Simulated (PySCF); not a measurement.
TaOCl2, SMILES [O]=[Ta+]([Cl])[Cl], charge +1, multiplicity 1.

Geometry optimised at PBE0-D3(BJ)/def2-SVP. The spin state was assumed, not searched. The isomer is the one that the SMILES or the coordinates give; other isomers of the formula were not compared. The def2 effective core potentials stand for the cores of Ta; spin–orbit coupling is left out.

Level of theory: PBE/def2-TZVPD (PySCF).

Gas-phase values at a fixed geometry.

```yaml
total_energy: -1052.16373 hartree
point_group: Cs
highest_occupied_level: -13.56 eV
lowest_empty_level: -10.57 eV
orbital_gap: 2.99 eV
dipole_moment_about_the_centre_of_nuclear_charge: 0.822 e·Å
mean_static_polarisability: 61.9 bohr³ (9.18 Å³)
polarisability_principal_values: 43.6, 62.4, 79.9 bohr³
```
